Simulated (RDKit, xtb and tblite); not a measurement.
Conformational energy of SMILES c1cc(C(=O)OC)sc1C. Scanned: dihedral C1–O2–C3–O4 and dihedral O2–C3–C5–S10; all other coordinates were relaxed at GFN2-xTB. Points at φ and −φ are mirror images. Heavy atoms are numbered in the order of the SMILES COC(=O)c1ccc(C)s1, hydrogens after them in the order of the atoms that carry them; the mirror image has the same energies with the sign of each dihedral reversed.

- GFN2-xTB (xtb and tblite)
- MMFF94 // GFN2-xTB (RDKit)
- UFF // GFN2-xTB (RDKit)

Energies in kcal/mol at chosen points (x: dihedral C1–O2–C3–O4 (°); y: dihedral O2–C3–C5–S10 (°)), relative to x = 0, y = 0:

| method | (-90, -120) | (90, 150) | (90, 60) | (150, -60) | (180, -90) | (90, 120) | (-150, 120) |
|---|---|---|---|---|---|---|---|
| GFN2-xTB | 18.3 | 14.7 | 17.5 | 11.5 | 10.9 | 18.3 | 12.9 |
| MMFF94 | 18.2 | 14.3 | 19.4 | 16.5 | 17.8 | 18.2 | 20.1 |
| UFF | 12.9 | 8.0 | 8.8 | 4.7 | 6.6 | 12.9 | 6.9 |
